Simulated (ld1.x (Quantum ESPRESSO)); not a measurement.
Values are calculated unless marked as measured or tabulated.
Pseudopotentials across the periodic table

Generated with ld1.x 7.5 (TM, RRKJ, ultrasoft, PAW), atompaw 4.2 or ONCVPSP 4.0.1. The cutoff is in Ry: for ld1.x and atompaw files where the sum of valence levels is converged to 10 mRy in a Bessel basis, for ONCV files where the hardest occupied wave has 1 mHa per electron of residual kinetic energy. The error is the largest all-electron minus pseudo excitation energy over each file’s own four to seven test configurations (ionisations up to +4, promotions, holes and added fractions of an electron), all of which were solved. The labels leave out finer settings (local radius, basis sizes, second energies), which also bear on the numbers. Spin-polarised tests are not counted. The rows are a selection from randomly drawn settings: files with unsolved tests, undetermined cutoffs or missed reference levels are left out.

A true bound ghost makes a file unfit for plane-wave use even where its test errors are small: the radial tests pick states by their node count and pass the ghost by.

```csv
element,potential,cutoff (Ry),largest error (meV),bound ghosts
Mg,"ultrasoft, LDA (PZ), scalar-relativistic, rc 2.60/2.65 (sp), local smoothed, core correction yes, reference 3s2 3p0",6,-9.3,none
Ga,"PAW, LDA (PZ), scalar-relativistic, rc 2.10/2.45 (sp), local smoothed, core correction yes, reference 4s2 4p0.5",6,-168,none
Nb,"RRKJ, PBE, scalar-relativistic, rc 2.95/3.80/2.50 (spd), local s, core correction yes, reference 4d4 5s1 5p0",25,-976,none
In,"ultrasoft, Wu–Cohen, scalar-relativistic, rc 2.10/3.25/1.95 (spd), local smoothed, core correction yes, reference 4d10 5s2 5p1",30,-25,none
Cs,"TM, Wu–Cohen, scalar-relativistic, rc 3.40/4.20/4.20/4.00 (spdf), local d, core correction no, reference 5d0 6s1 6p0",6,+346,s
Pt,"TM, PBE, non-relativistic, rc 3.08/3.78/1.42 (spd), local s, core correction yes, reference 5d9 6s0.75 6p0",55,-132,none
```

Q: Fill in the row for Br: TM, PBE, scalar-relativistic, rc 1.00/1.20 (sp), local smoothed, core correction yes, reference 4s2 4p5.

A: cutoff 200 Ry, largest error -141 meV, bound ghosts: s, d.

Q: Fill in the row for Ru: PAW, LDA (PZ), scalar-relativistic, rc 2.90/3.05/1.20 (spd), local smoothed, core correction yes, reference 4d6 5s2 5p0.

A: cutoff 70 Ry, largest error -171 meV, bound ghosts: none.

Q: Fill in the row for P: RRKJ, PBE, scalar-relativistic, rc 1.75/1.30/1.80 (spd), local s, core correction yes, reference 3s2 3p3.

A: cutoff 55 Ry, largest error +152 meV, bound ghosts: none.
